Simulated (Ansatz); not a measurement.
Basis-set extrapolation for C$_{8}$H$_{18}$Cl$_{2}$Si (`CC(C)C[Si](Cl)(Cl)CC(C)C`) (PBE0-D4/def2-TZVP geometry, frozen core, Ansatz). Multiplicity 1, RHF reference.

```csv
,def2-TZVPP,def2-QZVPP
HF,-1521.649502,-1521.698105
MP2 correlation,-1.913024,-2.049132
CCSD(T) correlation,-2.118051,not run
```

Energies in hartree. Use E(X) = E(∞) + A·exp(−7.88·√X) for Hartree–Fock and E(X) = E(∞) + B·X^(−2.97) for correlation, with X = 3 and 4, and add CCSD(T) minus MP2 of the smaller set to the MP2 limit.

What is the CCSD(T) energy at the basis-set limit?

HF limit: -1521.698105 + (-0.048603) × 0.13774 = -1521.70480. MP2 limit: -2.049132 + (-0.136108) × 0.74074 = -2.14995. Higher-order term: -2.118051 − (-1.913024) = -0.20503. Total: -1524.05978 hartree, 183.4 kcal/mol below CCSD(T)/def2-TZVPP.
